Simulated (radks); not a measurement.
Charge is removed step by step from the 5p3/2 level of Au, starting from [Kr] 4d10 4f14 5s2 5p(1/2: 2, 3/2: 4) 5d10 6s1. Calculated with a radial shooting solver on a logarithmic mesh with Libxc functionals: Dirac Kohn-Sham, PBE, spin-unpolarised, spherical densities, point nucleus.

removed (e),E - E(0) (eV),eigenvalue (eV),E minus straight line (eV)
0,0.000,-55.346,0.000
0.1,5.594,-56.535,-0.570
0.2,11.308,-57.751,-1.020
0.3,17.145,-58.993,-1.348
0.4,23.107,-60.260,-1.549
0.5,29.198,-61.549,-1.623
0.6,35.418,-62.861,-1.567
0.7,41.771,-64.194,-1.379
0.8,48.258,-65.546,-1.056
0.9,54.881,-66.918,-0.597
1,61.642,-68.309,0.000

Removing the whole electron costs 61.642 eV by Delta-SCF, against 55.346 eV from minus the eigenvalue at the starting occupation. Slater's transition state (half an electron removed) gives 61.549 eV. Integrating minus the eigenvalue over the occupation (Janak's theorem) gives 61.642 eV. The mean slope of the eigenvalue, de/dn, is 13.0 eV per electron.
